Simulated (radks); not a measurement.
Pr3+, configuration [Xe] 4f2. Method: Dirac Kohn-Sham, PBE, spin-unpolarised, spherical densities, finite nucleus; open shells are shared between the two j in proportion to 2j + 1; Fermi nuclear charge, rms radius 4.8919 fm; computed with a radial shooting solver on a logarithmic mesh with Libxc functionals.

Unscreened Slater integrals over Kohn-Sham orbitals (cm^-1). Large and small components are both included.

integral,value
"F0(4f7/2,4f7/2)",200370
"F2(4f7/2,4f7/2)",93682
"F4(4f7/2,4f7/2)",58449
"F6(4f7/2,4f7/2)",41954
"F0(4f7/2,4f5/2)",201280
"F2(4f7/2,4f5/2)",94128
"F4(4f7/2,4f5/2)",58733
"G2(4f7/2,4f5/2)",93984
"G4(4f7/2,4f5/2)",58647
"G6(4f7/2,4f5/2)",42099
"F0(4f7/2,5p3/2)",136420
"F2(4f7/2,5p3/2)",50513
"G2(4f7/2,5p3/2)",28544
"G4(4f7/2,5p3/2)",21778
"F0(4f7/2,5p1/2)",141220
"G4(4f7/2,5p1/2)",24004
"F0(4f5/2,4f5/2)",202190
"F2(4f5/2,4f5/2)",94585
"F4(4f5/2,4f5/2)",59025
"F0(4f5/2,5p3/2)",136690
"F2(4f5/2,5p3/2)",50293
"G2(4f5/2,5p3/2)",28150
"G4(4f5/2,5p3/2)",21523
"F0(4f5/2,5p1/2)",141520
"G2(4f5/2,5p1/2)",31370
"F0(5p3/2,5p3/2)",116000
"F2(5p3/2,5p3/2)",62921
"F0(5p3/2,5p1/2)",118490
"G2(5p3/2,5p1/2)",63819
"F0(5p1/2,5p1/2)",121220
